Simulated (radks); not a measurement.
Question: The table gives one normalised radial function P(r) = r R(r) of Ni in [Ar] 3d8 4s2 (r in bohr). All-electron calculation, scalar-relativistic Kohn-Sham, r2SCAN, spin-unpolarised, spherical densities, finite nucleus; meta-GGA in the generalised Kohn-Sham scheme; Fermi nuclear charge, rms radius 3.7757 fm. Program: a radial shooting solver on a logarithmic mesh with Libxc functionals.

r              P
0.008013   0.5940
0.01052    0.7187
0.01381    0.8473
0.01812    0.9633
0.02379    1.0394
0.03122    1.0355
0.04098    0.9016
0.05379    0.5882
0.0706     0.0696
0.09267   -0.6219
0.1216    -1.3607
0.1609    -1.9481
0.2113    -2.1272
0.2773    -1.8359
0.364     -1.2258
0.4777    -0.6076
0.6271    -0.2119
0.8231    -0.0473
1.08      -0.0061
1.418     -0.0004
1.861     0.0000
2.443     0.0000
3.207     0.0000
4.209     0.0000
5.525     0.0000
7.252      0.0000
9.519      0.0000

Which n and l does it have? It may be an empty orbital.

Answer: n = 2, l = 0: the number of nodes gives n - l - 1 = 1, the rise at small r (about r^(l+1)) gives l, and the extent must fit the shell. The curve is that of 2s. 2s: eigenvalue -991.99 eV, 1 radial node at r = 0.0728 bohr, <r> = 0.244 bohr, 90 % of the charge inside 0.379 bohr.
